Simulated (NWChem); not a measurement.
# CH3FO2Si; SMILES O=C[Si@@H](O)F

```xyz
8

O      0.1346    -2.0255     0.3591
C      0.7878    -1.1835    -0.2450
Si    -0.0543     0.5591    -0.4174
O     -1.5602     0.2521     0.2012
F      0.8090     1.5964     0.5113
H      1.8213    -1.4419    -0.6309
H     -0.1302     1.1636    -1.7786
H     -1.5332    -0.6287     0.6393
```
Atoms are numbered in this order, from 1.

Computed with NWChem. Pople sets run with spherical d functions. Medium grid unless said otherwise, to which SCAN and Minnesota functionals are sensitive. Geometry: optimised at PBE-D3(BJ)/def2-SVP. Hybrids' shares of exact exchange are those that their runs print; pure functionals count as 0. The functionals differ in more than this share.

```
row               share of exact exchange  highest occupied level (eV)
----------------  -----------------------  ---------------------------
PBE/6-31G*                           0.00                        -6.00
OLYP/6-31G*                          0.00                        -5.88
B3LYP/6-31G*                         0.20                        -7.33
PBE0/6-31G*                          0.25                        -7.61
M06/6-31G*                           0.27                        -7.67
BHandHLYP/6-31G*                     0.50                     withheld
```

### Question
Fit a straight line of the last column on the one before it, predict the withheld value, and compare with the run.

### Answer

1. Means of the 5 shown rows: x = 0.144, y = -6.898. Slope Σ(x − x̄)(y − ȳ)/Σ(x − x̄)² = -0.4728/0.07172 = -6.593; intercept -5.949.
2. The shown rows scatter about the line by 0.055 (root mean square); the largest residual is +0.07, at OLYP/6-31G*.
3. At x = 0.50 (BHandHLYP/6-31G*; beyond the shown range) the line gives -9.25.
4. The run gives -9.12, +0.13 from the line, 2.4 times the scatter.
